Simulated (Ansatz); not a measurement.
Species: HO2, net charge -1, singlet state. 
Geometry from a B3LYP-D3(BJ)/def2-TZVP (Ansatz, an electronic-structure program) optimisation:
```
O
H 1 0.9626
O 1 1.5224 2 98.36
```
Charge -1, spin multiplicity 1.

Basis-set convergence of Hartree-Fock and CCSD correlation energies (hartree) with Ansatz. Correlated levels leave the core frozen unless marked. No spin-orbit coupling. Non-relativistic.

| basis | functions | E(HF) | E(corr, CCSD) |
|---|---|---|---|
| aug-cc-pVDZ | 55 | -150.18341 | -0.43585 |
| aug-cc-pVTZ | 115 | -150.21773 | -0.52187 |
| aug-cc-pVQZ | 206 | -150.22689 | -0.55058 |

Extrapolating the two largest sets (X = 3 and 4) as X^-3: E(corr) = (64·(-0.55058) - 27·(-0.52187))/37 = -0.5715 Eh, an estimate of the basis-set limit. The largest set recovers 96.3 % of it, the smallest 76.3 %.
